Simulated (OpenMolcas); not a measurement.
Ir3+ (d6) in a complex was computed by CASSCF with the d shell active (OpenMolcas, ANO-RCC-VDZP on the metal). Its lowest spin-free states, and all those of the highest spin:

```tsv
2S+1	Degeneracy	E (cm-1)
1	1	0.0
3	3	20227
3	3	25302
1	3	26341
5	3	31271
1	3	36183
3	3	46869
3	3	47607
3	2	50501
3	3	50759
3	3	53007
1	3	54263
5	2	59683
```

Task: Is the site octahedral, tetrahedral or cube-like, axial, or of lower symmetry?

Result: The states with 2S+1 = 5 have orbital degeneracies 3, 2. Threefold states need a cubic site. For d6 at this spin an octahedron puts the threefold T2 below the twofold E and a tetrahedron or cube puts the twofold E below the threefold T2, so the site is octahedral. The first gap at this spin, 28400 cm-1, is |10Dq| in ligand-field theory. The run had Ir3+ with 6 ligands (water) in octahedral coordination (Th) at 2.04 Å. Ligand basis ANO-RCC-VDZP.

Without dynamic correlation the repulsion within the d shell is too large (B by tens of per cent), so at a given field states of lower spin stand too high. The least metal-like active orbital is 77 % on the metal (Löwdin) and no ligand orbital is active, so the numbers are rough. With metal d orbitals alone the field can be off either way by tens of per cent. Ligand-to-metal charge-transfer states are missing. With no ligand orbital active B as a rule stays too high, so bands that hang on it stand too high and its fall with covalency is understated. No measured value stands beside these numbers; the geometry was imposed, not optimised, and the real ion may take another.
